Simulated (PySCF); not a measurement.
Correlation energy of Sn (tin, neutral)

Starting occupation: [Kr] 4d10 5s2 5p2, 5p3/2 with m_j = +1/2, +3/2. All numbers are calculated (PySCF 2.14, X2C-1e with screened-nucleus spin-orbit coupling, Gaussian nucleus, in x2c-TZVPall-2c). Frozen: [Ar] 3d10; 22 electrons correlated; the 6 highest virtual spinors left out.

MP2 pair energies summed by pair of shells (mhartree):

```json
{"pair": "4d-4d", "energy": "-167.49", "share (%)": "40.4"}
{"pair": "4d-4p", "energy": "-62.79", "share (%)": "15.2"}
{"pair": "4d-5s", "energy": "-56.03", "share (%)": "13.5"}
{"pair": "4d-5p", "energy": "-27.81", "share (%)": "6.7"}
{"pair": "5p-5s", "energy": "-26.42", "share (%)": "6.4"}
{"pair": "4p-4p", "energy": "-20.93", "share (%)": "5.1"}
{"pair": "4d-4s", "energy": "-13.80", "share (%)": "3.3"}
{"pair": "5s-5s", "energy": "-13.07", "share (%)": "3.2"}
{"pair": "4p-4s", "energy": "-9.89", "share (%)": "2.4"}
{"pair": "4p-5s", "energy": "-6.53", "share (%)": "1.6"}
{"pair": "5p-5p", "energy": "-4.29", "share (%)": "1.0"}
{"pair": "4p-5p", "energy": "-2.66", "share (%)": "0.6"}
{"pair": "4s-4s", "energy": "-1.62", "share (%)": "0.4"}
{"pair": "4s-5s", "energy": "-0.62", "share (%)": "0.1"}
{"pair": "4s-5p", "energy": "-0.28", "share (%)": "0.1"}
```

Total MP2 correlation energy: -414.23 mhartree.

The GHF reference relaxed away from the jj start to a determinant that is no pure jj level (⟨S²⟩ = 1.88, ⟨J²⟩ = 6.01); the energies belong to that determinant.

This basis was not built for core-valence correlation, so the inner-shell part is incomplete.
